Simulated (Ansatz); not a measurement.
Computed with Ansatz.

A structure relaxed at PBE0-D4/def2-TZVP, charge 0, multiplicity 1:

Cartesian coordinates in Å:
```
N -0.559 -1.265 -1.231
Ta -0.051 -0.448 0.250
N -1.377 0.996 0.546
N 1.761 0.264 -0.125
F 0.018 -1.564 1.790
H -0.860 -1.887 -1.962
H -2.160 1.199 -0.055
H -1.316 1.689 1.279
H 2.254 0.168 -0.999
H 2.290 0.848 0.508
```

(1) Give its formula and SMILES.

(2) Point group (tolerance 0.08 Å, 0.16 Å for H)?

(3) Summarise the bond lengths by kind.

Results:

(1) FH5N3Ta, `[NH]=[Ta]([NH2])([NH2])[F]`.

(2) Cs.

(3) 3 × N–Ta 1.767 to 1.983 Å; 5 × H–N 1.006 to 1.010 Å; 1 × F–Ta 1.903 Å.
